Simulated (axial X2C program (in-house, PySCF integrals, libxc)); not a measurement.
Spin–orbit effects down a group: molecules with I (ions), MP2

Computed with an axial X2C code built on PySCF integrals, spin-free (one-electron X2C) or two-component (2c: spin–orbit coupling with atomic mean-field Coulomb and Gaunt terms, which also bring small scalar terms), in Dyall basis sets with cores contracted in-house; open shells are unrestricted.

Basis sets: Al dyall-av3z, B dyall-av3z, Ga dyall-acv3z, I dyall-acv3z, In dyall-acv3z. Frozen shells (counts by l): BI⁻ I 4s3p2d, B 1s, 11 electrons correlated; AlI⁻ I 4s3p2d, Al 2s1p, 11 electrons correlated; GaI⁻ I 4s3p2d, Ga 3s2p1d, 11 electrons correlated; InI⁻ I 4s3p2d, In 4s3p2d, 11 electrons correlated. Where the outer core of a metal is frozen, bonds come out longer and ionisation energies lower.

```json
{"molecule": "BI⁻", "spin-free state": "M_S = 1/2, Λ = 1", "Re (Å)": "2.359", "ωe (cm⁻¹)": "333.8", "De (eV)": "0.96", "2c state": "Ω = 1/2", "Re 2c (Å)": "2.356", "ωe 2c (cm⁻¹)": "337.2", "De 2c (eV)": "0.99"}
{"molecule": "AlI⁻", "spin-free state": "?", "Re (Å)": "?", "ωe (cm⁻¹)": "?", "De (eV)": "?", "2c state": "?", "Re 2c (Å)": "?", "ωe 2c (cm⁻¹)": "?", "De 2c (eV)": "?"}
{"molecule": "GaI⁻", "spin-free state": "M_S = 1/2, Λ = 1", "Re (Å)": "2.852", "ωe (cm⁻¹)": "131.8", "De (eV)": "0.96", "2c state": "Ω = 1/2", "Re 2c (Å)": "2.852", "ωe 2c (cm⁻¹)": "132.1", "De 2c (eV)": "n/a"}
{"molecule": "InI⁻", "spin-free state": "M_S = 1/2, Λ = 1", "Re (Å)": "3.031", "ωe (cm⁻¹)": "111.4", "De (eV)": "0.98", "2c state": "Ω = 1/2", "Re 2c (Å)": "3.036", "ωe 2c (cm⁻¹)": "110.2", "De 2c (eV)": "n/a"}
```

**Question.** Estimate the 2c Re and ωe of AlI⁻ as the mean of its neighbours in the table.

**Answer.** Re ≈ 2.604 Å, ωe ≈ 234.6 cm⁻¹. The MP2 runs give the row below, so the estimate misses by -0.170 Å and 31.0 cm⁻¹.

```
molecule   spin-free state  Re (Å)  ωe (cm⁻¹)  De (eV)  2c state  Re 2c (Å)  ωe 2c (cm⁻¹)  De 2c (eV)
    AlI⁻  M_S = 1/2, Λ = 1   2.776      202.6     1.13   Ω = 1/2      2.774         203.6        1.14
```

Fragments in 2c: I- + B, I- + Al, I- + Ga, I- + In. Each entry is the lowest single determinant of a limited PBE0 search at one distance. De goes to single-determinant-based atoms at the same level (for ions the charge split of lowest energy) and is withheld (n/a) where an atom does not fit its ground term or J level. Main or longest-lived isotopes. Some light 2c atoms are not at their ground J level, so De misses part of their lowering (0.04 eV or less).
